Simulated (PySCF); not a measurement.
# Fractional electron number in Si²⁺ (silicon, charge +2)

The 3s beta orbital of [Ne] 3s2 is emptied in steps (occupation f), with all orbitals relaxed, ending at [Ne] 3s1. Calculation: PySCF 2.14, in aug-cc-pV(D+d)Z; the non-relativistic Hamiltonian (point nucleus). The exact energy is a straight line in f; departures are measured from the line between the end points of the same method.

**Question.** Among UHF, LDA, PBE, PBE0, r2SCAN, BHandHLYP, BLYP, HSE06, which shows the largest delocalisation error (convex curve), and which is closest to linear?

**Answer.** Most convex: BLYP (-1.253 eV at f = 0.5); closest to linear: UHF (0.041 eV).

```json
{"f": "1", "UHF (eV)": "0.000", "LDA (eV)": "0.000", "PBE (eV)": "0.000", "PBE0 (eV)": "0.000", "r2SCAN (eV)": "0.000", "BHandHLYP (eV)": "0.000", "BLYP (eV)": "0.000", "HSE06 (eV)": "0.000"}
{"f": "0.9", "UHF (eV)": "0.016", "LDA (eV)": "-0.440", "PBE (eV)": "-0.440", "PBE0 (eV)": "-0.325", "r2SCAN (eV)": "-0.375", "BHandHLYP (eV)": "-0.233", "BLYP (eV)": "-0.451", "HSE06 (eV)": "-0.361"}
{"f": "0.7", "UHF (eV)": "0.035", "LDA (eV)": "-1.020", "PBE (eV)": "-1.024", "PBE0 (eV)": "-0.756", "r2SCAN (eV)": "-0.854", "BHandHLYP (eV)": "-0.549", "BLYP (eV)": "-1.052", "HSE06 (eV)": "-0.838"}
{"f": "0.5", "UHF (eV)": "0.041", "LDA (eV)": "-1.203", "PBE (eV)": "-1.216", "PBE0 (eV)": "-0.897", "r2SCAN (eV)": "-0.978", "BHandHLYP (eV)": "-0.663", "BLYP (eV)": "-1.253", "HSE06 (eV)": "-0.992"}
{"f": "0.3", "UHF (eV)": "0.033", "LDA (eV)": "-0.997", "PBE (eV)": "-1.019", "PBE0 (eV)": "-0.751", "r2SCAN (eV)": "-0.780", "BHandHLYP (eV)": "-0.570", "BLYP (eV)": "-1.054", "HSE06 (eV)": "-0.832"}
{"f": "0.1", "UHF (eV)": "0.014", "LDA (eV)": "-0.419", "PBE (eV)": "-0.427", "PBE0 (eV)": "-0.314", "r2SCAN (eV)": "-0.307", "BHandHLYP (eV)": "-0.253", "BLYP (eV)": "-0.451", "HSE06 (eV)": "-0.349"}
{"f": "0", "UHF (eV)": "0.000", "LDA (eV)": "0.000", "PBE (eV)": "0.000", "PBE0 (eV)": "0.000", "r2SCAN (eV)": "0.000", "BHandHLYP (eV)": "0.000", "BLYP (eV)": "0.000", "HSE06 (eV)": "0.000"}
```

```csv
method,E(f=0) − E(f=1) (eV),−ε at f=1 (eV),−ε at f=0.5 (eV)
UHF,31.992,32.169,31.986
LDA,33.554,28.650,33.623
PBE,33.433,28.543,33.447
PBE0,33.299,29.679,33.314
r2SCAN,32.907,28.694,33.128
BHandHLYP,33.326,30.747,33.265
BLYP,33.502,28.491,33.497
HSE06,33.306,29.290,33.330
```

As f goes to zero the orbital energy of a semilocal functional can turn back, because the density of that orbital vanishes from the exchange-correlation potential.

Reference removal energy between the ground levels: 33.493 eV (measured; NIST Atomic Spectra Database, ionization energies). UHF lacks correlation.
